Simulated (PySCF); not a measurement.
Molecule: B(F)(Me)(iPr), C4H10BF, SMILES FB(C)C(C)C. Atoms near the plane z = 0.0 Å, at the GFN2-xTB optimised geometry (x, y, z in Å): B1 (0.7, 0.6, 0.0), F2 (2.0, 0.6, 0.0), C3 (-0.1, 2.0, 0.0), H4 (-0.6, 2.1, -0.9), H5 (0.6, 2.8, 0.1), H6 (-0.8, 2.0, 0.8), C7 (0.0, -0.9, 0.0), C8 (-1.6, -0.8, 0.0), C9 (0.5, -1.8, 1.1), H10 (0.2, -1.3, -1.0), H11 (-2.0, -1.8, -0.1), H12 (-1.9, -0.4, 1.0), H13 (-2.0, -0.2, -0.8), H14 (1.6, -1.8, 1.0), H15 (0.1, -2.8, 1.0).

Level of theory: PBE0/def2-TZVP (PySCF). Cells within 0.4 Å of a nucleus heavier than hydrogen are left out (blank, or x). The values are rescaled to run from 0 to 1.

```
|5555555555555555555555555555555|
|5555555555555555555555555555555|
|5555555555555555555555555555555|
|5555555555555555555555555555555|
|5555555555555555555555555555555|
|5555555555555555555555555555555|
|5555555555555555435555555555555|
|5555555555555554205555555555555|
|555555555555555x145555555555555|
|55555555555554xx655555555555555|
|55555555555555xx255555555555555|
|5555555555555553345567655555555|
|5555555555555554385684865555555|
|5555555555555555xxx5xxx85555555|
|5555555555555554xx96xx175555555|
|5555555555555554345688865555555|
|5555555555455542345556555555555|
|5555555555xx33xx555555555555555|
|5555555555xx33xx955555555555555|
|5555555553145554455555555555555|
|5555555550355555555555555555555|
|5555555550555555555555555555555|
|5555555555555555555555555555555|
|5555555555555555555555555555555|
|5555555555555555555555555555555|
|5555555555555555555555555555555|
|5555555555555555555555555555555|
|5555555555555555555555555555555|
|5555555555555555555555555555555|
|5555555555555555555555555555555|
|5555555555555555555555555555555|
```
Scale: ten equal steps from 0.000 (start of '0') to 1.00 (end of '9'), in the order '0123456789'; x runs from -5.00 to 5.00, y from -5.00 (bottom) to 5.00 (top).

**Question.** Which quantity is mapped?
A) Laplacian of the electron density
B) electrostatic potential
C) an orbital amplitude
D) electron localisation function

**Answer.** A, Laplacian of the electron density. In full: Laplacian of the electron density (e/bohr⁵), clipped to [-1.50, 1.50].
